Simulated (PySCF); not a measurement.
Compound: C5H12P2S.
Numbering: `[CH3:1][P:2]1[CH2:3][CH2:4][PH:5](=[S:6])[CH2:7][CH2:8]1`

Geometry (PBE0-D3(BJ)/def2-SVP, Å), atoms numbered from 1 in this order:
```
atom  x, y, z in Å
C1     2.663    0.334   -0.653
P2     0.911    0.007   -1.132
C3     0.501   -1.346    0.082
C4    -1.001   -1.612    0.156
P5    -1.975   -0.210    0.823
S6    -3.893   -0.490    0.946
C7    -1.438    1.231   -0.176
C8     0.076    1.413   -0.240
H9     3.023    1.231   -1.180
H10    3.292   -0.512   -0.970
H11    2.786    0.484    0.432
H12    0.901   -1.095    1.082
H13    1.023   -2.259   -0.249
H14   -1.239   -2.476    0.796
H15   -1.431   -1.827   -0.836
H16   -1.291    0.039    2.054
H17   -1.878    1.078   -1.176
H18   -1.945    2.107    0.261
H19    0.314    2.341   -0.786
H20    0.498    1.524    0.775
```

NICS = −σ at a ghost point: NICS(0) at the centroid of the ring atoms, NICS(1) 1 Å to either side along the normal of their mean plane, zz for the tensor component along that normal. Level: GIAO PBE0/pcSseg-1 (PySCF, non-relativistic, gas phase) on the PBE0-D3(BJ)/def2-SVP geometry, one conformer.

Ring bond lengths (Å), with Mayer bond orders in brackets: P2–C3 1.864 (0.93), C3–C4 1.527 (1.01), C4–P5 1.833 (0.89), P5–C7 1.833 (0.89), C7–C8 1.527 (1.01), C8–P2 1.863 (0.93).

Q: What do the NICS probes read (ppm)?

A: 
```json
{"ring": "P2–C3–C4–P5–C7–C8", "type": "6-membered ring with 2 P; formal bonds all single", "NICS(0)": "-3.5", "NICS(1), two faces": "-2.7 / -2.9", "NICS(1)zz, two faces": "4.2 / 4.5", "rms pucker (Å)": "0.29", "centre to ring atoms, mean (Å)": "1.66"}
```

Q: What do they say, and how far can they be read as aromaticity?

A: 
- P2–C3–C4–P5–C7–C8: mean NICS(1)zz 4.3 ppm, deshielded. C3, C4, P5, C7, C8 have four or more neighbours, so the value isn't read as a sign of a π ring current.

Q: What field does 9.4 T along the ring normal induce along that normal at the first NICS(1) probe listed for ring P2–C3–C4–P5–C7–C8, 1 Å off the ring?

A: NICSzz × B0 = 4.2 ppm × 9.4 T = 39 μT, along the applied field.

Q: List the ring angles and the Hirshfeld charges of the ring atoms.

A: 
- P2–C3–C4–P5–C7–C8: P2 97.9° (+0.147 e), C3 112.0° (-0.114 e), C4 114.0° (-0.109 e), P5 104.3° (+0.315 e), C7 114.0° (-0.109 e), C8 112.0° (-0.114 e); sum 654.3° against 720° for a flat convex ring.

Q: What are the shieldings of the ring atoms and their hydrogens in the same run (means over atoms taken as equivalent)?

A: 
```tsv
atoms	environment	σ isotropic (ppm)	principal values of the symmetric part, first atom (ppm)
P2	phosphine phosphorus	380.9	343.6, 386.1, 413.0
C3 (×2)	sp3 carbon bound to phosphorus	155.1	143.7, 151.9, 169.7
C4 (×2)	sp3 carbon bound to phosphorus	150.2	135.2, 143.7, 171.6
P5	phosphorus bonded to 2 C, S and H	311.2	238.3, 248.1, 447.3
H12 (×2)	methylene hydrogen	30.10	26.3, 29.9, 34.1
H13 (×2)	methylene hydrogen	29.52	23.8, 28.2, 36.6
H14 (×2)	methylene hydrogen	29.15	23.7, 28.6, 35.1
H15 (×2)	methylene hydrogen	29.57	26.2, 29.3, 33.2
H16	P–H hydrogen	24.75	20.1, 24.3, 29.9
```

Q: How do the values depend on the level or the medium?

A: 
```tsv
level	NICS(0), P2–C3–C4–P5–C7–C8	mean NICS(1)zz, P2–C3–C4–P5–C7–C8
PBE0/pcSseg-1, gas	-3.5	4.3
wB97X-D/pcSseg-1, gas	-3.5	4.3
PBE0/pcSseg-1, IEF-PCM acetonitrile	-3.5	4.5
PBE0/pcSseg-1, IEF-PCM methanol	-3.5	4.5
```

The geometry is the same throughout; the continuum's cavity takes Bondi-type radii × 1.2.
